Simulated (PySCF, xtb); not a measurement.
1,1-dibromo-2-chloroethene (C₂HBr₂Cl), SMILES ClC=C(Br)Br.

Harmonic wavenumbers (cm⁻¹) from GFN2-xTB (xtb) at its own minimum, in rising order: 112, 158, 180, 272, 371, 483, 723, 758, 811, 1182, 1584, 3069.

### Question
What does B3LYP-D3(BJ)/def2-SVP run with PySCF give at its own minimum? (The exact figures need the calculation; the answer reports its results.)

### Answer
138, 179, 188, 293, 427, 523, 788, 804, 873, 1246, 1634, 3217. Paired by order, the mean absolute difference is 51 cm⁻¹ and the zero-point energies are 13.9 and 14.7 kcal/mol.
